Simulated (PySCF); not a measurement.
Species: C₆H₅FSi.
Geometry (GFN2-xTB, Å), atoms numbered from 1 in this order:
```xyz
13
C6H5FSi angstrom
C      3.5987    0.5025   -0.1302
C      2.4003    0.4145   -0.1114
C      1.0013    0.2811   -0.0729
C      0.3535   -0.8792    0.0747
F      1.0777   -2.0240    0.1907
Si    -1.5201   -1.1423    0.1610
C     -2.2492    0.5494   -0.0001
C     -2.7463    1.6386   -0.1100
H      4.6436    0.5904   -0.1506
H      0.4149    1.1840   -0.1658
H     -1.8586   -1.7262    1.4623
H     -1.9480   -1.9845   -0.9597
H     -3.1721    2.5964   -0.2058
```

Method used: TDDFT wB97X-D/def2-SVPD, vertical, gas phase, core orbitals frozen in the response (PySCF 2.14.0, density-fitted response routines).

Problem. Predict the UV-vis stick spectrum at this level.

Solution. 

```
state  E (eV)  λ (nm)       f   main configurations (H = HOMO, L = LUMO)
   S1    5.36   231.2  0.0001                                H-1→L (89%)
   S2    5.46   226.9   0.439                                  H→L (88%)
   S3    6.18   200.6  0.0001               H-2→L+1 (66%), H-3→L+2 (17%)
   S4    6.24   198.7  0.0008      H→L+4 (26%), H→L+1 (24%), H→L+5 (17%)
   S5    6.44   192.6  0.0031   H-3→L+1 (38%), H-2→L+2 (38%), H-2→L (9%)
   S6    6.45   192.1  0.0009  H-3→L+2 (44%), H-2→L+1 (23%), H-3→L (16%)
   S7    6.80   182.2  0.0000                   H→L+1 (64%), H→L+4 (17%)
   S8    7.03   176.3  0.0035      H-3→L (24%), H-5→L (22%), H→L+3 (16%)
```

Triplets (Tamm–Dancoff): T1 3.38 eV, H→L (91%); T2 5.09 eV, H-1→L (83%); T3 5.17 eV, H-2→L+2 (38%), H-3→L+1 (37%).

The lowest singlet comes at 231 nm (517 kJ/mol) in the ultraviolet; it is dark (f under 0.0005); its leading configuration is HOMO-1→LUMO (89%). The strongest level in the table is S2 at 5.46 eV (227 nm, f = 0.439). Löwdin shares by element: HOMO carbon 84% or more (atoms not listed hold the other 16%); LUMO carbon 73% or more (atoms not listed hold the other 27%). Orbital energies (eV): HOMO-3 -10.65, HOMO-2 -10.55, HOMO-1 -10.05, HOMO -8.95, LUMO 0.39, LUMO+1 1.33, LUMO+2 1.70. Weighted by f, the mean energy of these states is 5.49 eV. Of the 8 states listed, 1 reaches f = 0.01 and 3 stay under 0.0005. No computed singlet lies in the visible range (380 to 750 nm); the lowest, at 231 nm, stands 2.10 eV above its violet end (3.26 eV). The window holds the lowest 8 singlets.

One conformer stands for the species.
